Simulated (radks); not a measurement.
The numbers below are computed, except where a source is named.
The potassium anion K- inside a hard spherical wall (all orbitals vanish at R), configuration held at [Ar] 4s2 and not refilled when levels cross. Code: a radial shooting solver on a logarithmic mesh with Libxc functionals. Model: non-relativistic Kohn-Sham, r2SCAN, spin-polarised, spherical densities, point nucleus; meta-GGA in the generalised Kohn-Sham scheme. Eigenvalues in eV for spin up, with the zero of energy where the potential of the charges vanishes at infinity; a dash marks a level that is unbound or too diffuse for the functional's potential to be trusted. A positive occupied level is held by the wall or, in an anion where self-interaction has pushed it up, behind a barrier. The pressure on the wall is -dE/dV.

R (bohr),E (hartree),kinetic (hartree),e(2p),e(3s),e(3p),e(4s),"e(4p, empty)","e(5s, empty)",pressure (GPa)
20,-599.90178,599.271,-280.00,-32.721,-15.743,0.741,1.643,2.217,0.00119
15,-599.89859,599.285,-279.63,-32.356,-15.379,0.970,2.042,3.395,0.0157
8,-599.81549,599.529,-276.59,-29.389,-12.450,3.385,5.567,13.171,1.64
6,-599.63500,599.976,-273.85,-26.820,-9.956,6.930,10.495,26.528,10.8
5,-599.37953,600.624,-271.34,-24.644,-7.872,11.304,16.306,41.694,35.8
4,-598.71352,602.466,-266.08,-20.673,-4.012,21.551,28.974,73.153,162
3.5,-597.93592,604.721,-260.67,-17.022,-0.315,32.397,41.530,102.85,408
3,-596.35228,609.302,-251.03,-10.844,6.210,52.390,63.519,152.78,1180
2.5,-592.75448,619.244,-233.29,0.795,18.914,92.318,105.33,243.94,4080
2,-583.44047,642.769,-199.92,26.574,47.031,180.54,193.61,429.61,17600
